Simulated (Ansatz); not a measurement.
C5H2AlF7O3, SMILES `[OH][Al-]1([F])[O]C(C(F)(F)F)=CC(C(F)(F)F)=[O+]1`, relaxed with RKS PBE-D4/def2-SVP in the Gaussian-basis code of Ansatz from a rough embedded geometry. The force threshold is 0.03 eV/Å; the program also tests the step.

The species carries charge 0 and has multiplicity 1.

Start:

```xyz
18

O     2.466   -1.049    2.294
Al    2.089   -0.373    0.587
F     3.594   -0.022   -0.354
O     0.964   -1.498   -0.292
C    -0.336   -1.100   -0.709
C    -1.171   -2.126   -1.450
F    -2.303   -2.405   -0.688
F    -1.551   -1.610   -2.643
F    -0.421   -3.311   -1.641
C    -0.824    0.091   -0.406
C    -0.123    1.205    0.299
C    -0.882    2.484    0.530
F    -2.047    2.237    1.202
F    -1.235    3.008   -0.741
F    -0.097    3.432    1.179
O     1.049    1.093    0.757
H     2.684   -0.335    2.809
H    -1.854    0.278   -0.733
```

```json
{"step": "1", "energy (eV)": "-36919.4518", "largest force (eV/Å)": "6.903", "largest move (Å)": "0.000"}
{"step": "2", "energy (eV)": "-36920.7994", "largest force (eV/Å)": "3.969", "largest move (Å)": "0.148"}
{"step": "3", "energy (eV)": "-36921.1381", "largest force (eV/Å)": "1.912", "largest move (Å)": "0.195"}
{"step": "4", "energy (eV)": "-36921.1445", "largest force (eV/Å)": "1.362", "largest move (Å)": "0.196"}
{"step": "5", "energy (eV)": "-36921.2703", "largest force (eV/Å)": "0.391", "largest move (Å)": "0.098"}
{"step": "6", "energy (eV)": "-36921.2916", "largest force (eV/Å)": "0.545", "largest move (Å)": "0.081"}
{"step": "7", "energy (eV)": "-36921.2919", "largest force (eV/Å)": "0.626", "largest move (Å)": "0.018"}
{"step": "8 (rejected)", "energy (eV)": "-36921.2246", "largest force (eV/Å)": "2.095", "largest move (Å)": "0.199"}
{"step": "9", "energy (eV)": "-36921.3068", "largest force (eV/Å)": "0.069", "largest move (Å)": "0.100"}
{"step": "10", "energy (eV)": "-36921.3126", "largest force (eV/Å)": "0.096", "largest move (Å)": "0.100"}
{"step": "11 (rejected)", "energy (eV)": "-36921.3028", "largest force (eV/Å)": "0.328", "largest move (Å)": "0.149"}
{"step": "13 (rejected)", "energy (eV)": "-36921.3119", "largest force (eV/Å)": "0.301", "largest move (Å)": "0.075"}
{"step": "15", "energy (eV)": "-36921.3181", "largest force (eV/Å)": "0.029", "largest move (Å)": "0.037"}
{"step": "17", "energy (eV)": "-36921.3186", "largest force (eV/Å)": "0.013", "largest move (Å)": "0.026"}
{"step": "19", "energy (eV)": "-36921.3191", "largest force (eV/Å)": "0.183", "largest move (Å)": "0.042"}
{"step": "21", "energy (eV)": "-36921.3239", "largest force (eV/Å)": "0.042", "largest move (Å)": "0.095"}
{"step": "23", "energy (eV)": "-36921.3274", "largest force (eV/Å)": "0.082", "largest move (Å)": "0.069"}
{"step": "25 (rejected)", "energy (eV)": "-36921.3293", "largest force (eV/Å)": "0.455", "largest move (Å)": "0.106"}
{"step": "27", "energy (eV)": "-36921.3390", "largest force (eV/Å)": "0.064", "largest move (Å)": "0.053"}
{"step": "29", "energy (eV)": "-36921.3449", "largest force (eV/Å)": "0.329", "largest move (Å)": "0.090"}
{"step": "31 (rejected)", "energy (eV)": "-36921.3536", "largest force (eV/Å)": "0.786", "largest move (Å)": "0.018"}
{"step": "33", "energy (eV)": "-36921.3651", "largest force (eV/Å)": "0.124", "largest move (Å)": "0.098"}
{"step": "35", "energy (eV)": "-36921.3693", "largest force (eV/Å)": "0.030", "largest move (Å)": "0.072"}
```

End:

```xyz
18

O     2.365   -0.848    2.092
Al    2.150   -0.247    0.510
F     3.408    0.110   -0.537
O     0.927   -1.340   -0.372
C    -0.307   -1.082   -0.576
C    -1.086   -2.196   -1.304
F    -2.410   -2.098   -1.065
F    -0.887   -2.072   -2.634
F    -0.664   -3.405   -0.916
C    -0.966    0.118   -0.256
C    -0.249    1.201    0.280
C    -0.959    2.553    0.498
F    -2.300    2.420    0.435
F    -0.573    3.414   -0.464
F    -0.633    3.065    1.692
O     0.992    1.206    0.583
H     3.228   -1.023    2.495
H    -2.036    0.222   -0.461
```

It took 26 s on 11 threads of an AMD EPYC 7R13 on a shared host and a whole NVIDIA H100 80 GB, with 0.91 GiB of host memory at the peak.
